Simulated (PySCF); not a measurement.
C5H12S2, SMILES CSCCCSC. Heavy atoms are numbered as in [CH3:1][S:2][CH2:3][CH2:4][CH2:5][S:6][CH3:7]. Hydrogens are named by the atom that carries them.

The structure is a stationary point at PBE0-D3(BJ)/def2-SVP. The values are those of a single conformer.

Method: B3LYP/pcSseg-1 (PySCF).

GIAO shieldings, no solvent; atoms alike by connectivity are averaged. δ = σ(ref) − σ: ¹³C against TMS (σ = 181.3 ppm); ³³S against H2S (σ = 695.8 ppm); ¹H against TMS (σ = 31.68 ppm), references at their B3LYP-D3(BJ)/def2-TZVP geometries, non-relativistic.

```json
[
 {"atoms": "C3 (CH2)", "nucleus": "¹³C", "count": "2", "δ (ppm)": "45.3"},
 {"atoms": "C4 (CH2)", "nucleus": "¹³C", "count": "1", "δ (ppm)": "(withheld)"},
 {"atoms": "C1 (CH3)", "nucleus": "¹³C", "count": "2", "δ (ppm)": "(withheld)"},
 {"atoms": "S2", "nucleus": "³³S", "count": "2", "δ (ppm)": "167.6"},
 {"atoms": "H on C3", "nucleus": "¹H", "count": "4", "δ (ppm)": "2.51"},
 {"atoms": "H on C1", "nucleus": "¹H", "count": "6", "δ (ppm)": "2.28"},
 {"atoms": "H on C4", "nucleus": "¹H", "count": "2", "δ (ppm)": "(withheld)"}
]
```

**Question.** Complete the blanks. (Estimate from the structure and the level; the computed values follow.)

**Answer.** 
- C4 (CH2), δ (ppm): 32.2
- H on C4, δ (ppm): 1.84
- C1 (CH3), δ (ppm): 24.1
